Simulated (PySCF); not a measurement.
**Electronic absorption of SnMe(SiH3)3**

SnMe(SiH3)3, CH₁₂Si₃Sn.
Structure used (PBE0-D3(BJ)/def2-SVP), in Å, numbered top down from 1:
```xyz
17
CH12Si3Sn angstrom
Sn    -0.0155    0.0035    0.1431
C      0.0116   -0.0474    2.3075
H     -1.0133    0.0069    2.6993
H      0.5908    0.8043    2.6905
H      0.4792   -0.9817    2.6486
Si     2.4020    0.0062   -0.7292
H      3.1067   -1.2545   -0.3359
H      3.1672    1.1624   -0.1648
H      2.4227    0.1118   -2.2211
Si    -1.2131    2.1185   -0.6952
H     -0.5150    3.3500   -0.2098
H     -2.6273    2.1566   -0.2071
H     -1.2273    2.1387   -2.1906
Si    -1.2157   -2.0757   -0.7772
H     -0.4983   -3.3231   -0.3656
H     -1.2646   -2.0262   -2.2712
H     -2.6186   -2.1507   -0.2610
```

Theory: PySCF 2.14.0, density-fitted response routines, TDDFT CAM-B3LYP/def2-SVPD, vertical, gas phase, core orbitals frozen in the response, def2 core potentials past Kr. Spin–orbit coupling is left out.

```tsv
state	E (eV)	E (hartree)	f	|μ| (D)	main configurations (H = HOMO, L = LUMO)
S1	6.21	0.2281	0.042	1.34	H→L (73%)
S2	6.22	0.2286	0.038	1.28	H-1→L (76%)
S3	6.26	0.2301	0.0046	0.44	H→L+3 (40%), H-1→L+2 (28%), H-1→L+1 (13%)
S4	6.58	0.2418	0.012	0.70	H→L+2 (36%), H→L+1 (28%), H-1→L+3 (19%)
S5	6.63	0.2438	0.0075	0.55	H→L+4 (36%), H→L+1 (17%), H-1→L+2 (16%)
S6	6.65	0.2444	0.0009	0.19	H-1→L+3 (43%), H-1→L+4 (34%)
S7	6.81	0.2503	0.786	5.52	H-1→L+1 (46%), H-1→L (9%), H-1→L+4 (9%)
S8	6.82	0.2507	0.764	5.43	H→L+3 (33%), H-1→L+2 (17%), H→L+2 (16%)
S9	6.88	0.2527	0.025	0.98	H→L+4 (45%), H→L+1 (26%), H→L+2 (9%)
```

Triplets, Tamm–Dancoff:

| state | E (eV) | λ (nm) | main configurations (H = HOMO, L = LUMO) |
| --- | --- | --- | --- |
| T1 | 5.49 | 226.0 | H→L (62%), H→L+3 (12%), H-1→L+2 (8%) |
| T2 | 5.49 | 225.7 | H-1→L (57%), H-1→L+1 (11%), H→L+2 (10%) |
| T3 | 5.70 | 217.7 | H→L+3 (33%), H-1→L+2 (29%), H-1→L+1 (18%) |
| T4 | 5.85 | 211.8 | H-1→L+1 (28%), H-1→L (19%), H-1→L+4 (12%) |

The lowest singlet lies at 6.21 eV (200 nm, ultraviolet) and is of moderate strength; its leading configuration is HOMO→LUMO (73%). The strongest level in the table is S7/S8 at 6.81 eV (182 nm, f = 1.550 summed). S7/S8 lie within about 0.01 eV of each other. Löwdin shares by element: HOMO (one of a set within 0.03 eV) silicon 44% or more, tin 29%, hydrogen 5% or more (atoms not listed hold the other 22%); LUMO silicon 39%, tin 21% (atoms not listed hold the other 40%). Weighted by f, the mean energy of these states is 6.78 eV. The listed states span 0.67 eV, and the widest gap between neighbours is 0.32 eV (S3 to S4). Orbitals of the list HOMO-3 to LUMO+2 that lie within 0.01 eV of each other are written together with a slash and their weights summed (≥ marks a lower bound); for degenerate orbitals outside that list single weights are arbitrary. Only the lowest 10 singlets were computed, as vertical energies without vibronic structure. The highest level found (6.89 eV, f 0.049 so far) is left out, since the window may have cut off a degenerate partner.
